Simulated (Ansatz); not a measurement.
`OB1CO1` + `[InH3]` → `[InH2][B]1CO1` + H₂O at 400 K and 1 bar (formal exchange of groups at a B–O bond).

Program: Ansatz. Geometries: PBE0-D4/def2-TZVP. ΔE: electronic, gas phase. CCSD(T)/CBS is the MP2 limit (def2-TZVPP, def2-QZVPP) plus CCSD(T) − MP2 in def2-TZVPP, frozen cores. This one scheme is used for every species. Elements past krypton have def2 core potentials. For In outer-core shells are correlated without core-valence functions, which leaves a few kJ/mol of doubt a bond. Each species was taken in one conformer, which may not be the lowest.

| species | CCSD(T)/CBS energy (Eh) | H − E (kJ/mol) | S (J/(mol·K)) |
| --- | --- | --- | --- |
| `OB1CO1` | -215.03899 | 149.6 | 292.7 |
| `[InH3]` | -191.56739 | 59.8 | 243.4 |
| `[InH2][B]1CO1` | -330.19118 | 148.3 | 359.8 |
| H₂O | -76.37941 | 69.8 | 198.6 |

H − E and S are ideal-gas, rigid-rotor, harmonic terms from PBE0-D4/def2-TZVP, for one conformer and one mirror image of each species. 1 Eh = 2625.50 kJ/mol, R = 8.31446 J/(mol·K).

**Question.** By hand: ΔE, ΔH, ΔS and ΔG.

**Answer.** ΔE = (-330.19118) + (-76.37941) − (-215.03899) − (-191.56739) = 0.03579 Eh = 94.0 kJ/mol. Δ(H − E) = 148.3 + 69.8 − 149.6 − 59.8 = 8.7, so ΔH = 102.7 kJ/mol. ΔS = 359.8 + 198.6 − 292.7 − 243.4 = 22.3 J/(mol·K). ΔG = 102.7 − 400 × (22.3)/1000 = 93.8 kJ/mol.

**Question.** By hand: the equilibrium constant, and the temperature at which ΔG would vanish if ΔH and ΔS stayed fixed.

**Answer.** log₁₀ K = −ΔG/(RT ln 10) = -12.2. ΔG = 0 at ΔH/ΔS = 4605 K, far beyond where these terms or the molecules hold.

ΔH outweighs TΔS. A doubt of 5 kJ/mol in ΔE shifts log₁₀ K by 0.7 here. Other conformers and mirror images would add mixing entropy, several J/(mol·K) or more a flexible species. These are equilibria of isolated gas molecules and say nothing of rates. Largest T1 diagnostic: 0.016 (customary marks: 0.02 for closed shells, 0.045 for open ones).
